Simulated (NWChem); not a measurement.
## Correlation energy of bromine (Br$_{2}$)

```xyz
2

Br     0.0000     0.0000     1.1492
Br     0.0000     0.0000    -1.1492
```
Charge 0, spin multiplicity 1.

Everything below was run with NWChem. Structure: optimised with PBE0/def2-SVP, a minimum by its harmonic frequencies.

Basis set: STO-3G. Each correlation energy counts from its own Hartree-Fock reference.

The Hamiltonian is non-relativistic. The correlated methods keep 18 core orbitals frozen. Coupled-cluster values serve here as a point of comparison, not as the truth.

### Question
One of these methods gave a correlation energy of -24.8 mHa. Which?
A) SCS-MP2
B) MP2
C) CCSDT

### Answer
C, CCSDT. The others give -20.0 (SCS-MP2), -16.7 (MP2).
